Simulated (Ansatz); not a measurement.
Ansatz (a first-principles code) input (PBE/def2-SVP):

Ansatz 0.2 input:
```yaml
crystal:
  periodic: [false, false, false]
  atoms:
    - {symbol: Lu, position_ang: [0.00000000, 0.00000000, 0.00000000]}
basis:
  gaussian:
    orbitals: def2-SVP
hamiltonian:
  xc: {name: PBE}
magnetization: {spin_polarized: true, initial_magnetization: 1}
scf: {lower_state_search: full}
```

Q: Predict the final energy.

A: -1236.41525 Eh.
